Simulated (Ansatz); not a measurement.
CH₇BOSSi (`O[SiH2]CBS`). Total charge 0; spin multiplicity 1. Geometry: relaxed with PBE0-D4/def2-TZVP. It is one conformer, not always the lowest.

```xyz
12

O     0.573   -0.715   -2.127
Si   -0.552    0.230   -1.382
C     0.093    0.989    0.215
B     0.486   -0.114    1.221
S    -0.652   -0.585    2.516
H     0.867   -1.507   -1.676
H    -1.787   -0.543   -1.074
H    -0.861    1.303   -2.357
H    -0.703    1.656    0.568
H     0.959    1.588   -0.086
H     1.515   -0.716    1.128
H     0.063   -1.586    3.054
```

Problem. What is the dipole moment at B3LYP/def2-TZVPP? (An estimate is asked.)

Solution. The calculation gave: 1.38 D, with components (0.59, -0.65, 1.07) D in this frame, pointing from negative to positive charge.

Problem. And with PBE, r2SCAN, ωB97M-V? (Estimate.)

Solution. The calculation gave: PBE 1.34 D, r2SCAN 1.37 D, ωB97M-V 1.39 D.

Problem. Give the Mulliken charges with B3LYP, ωB97M-V, r2SCAN in def2-TZVPP. (Best estimate.)

Solution. Computed: 
| atom | B3LYP | ωB97M-V | r2SCAN |
| --- | --- | --- | --- |
| O1 | -0.40 | -0.38 | -0.42 |
| Si2 | 0.49 | 0.43 | 0.51 |
| C3 | -0.24 | -0.31 | -0.23 |
| B4 | -0.05 | -0.13 | -0.03 |
| S5 | -0.15 | -0.13 | -0.13 |
| H6 | 0.18 | 0.17 | 0.20 |
| H7 | -0.09 | -0.05 | -0.10 |
| H8 | -0.08 | -0.04 | -0.09 |
| H9 | 0.09 | 0.11 | 0.07 |
| H10 | 0.11 | 0.13 | 0.09 |
| H11 | 0.04 | 0.09 | 0.02 |
| H12 | 0.11 | 0.12 | 0.10 |

B3LYP here is the variant with VWN-RPA as its local correlation; programs differ in this.
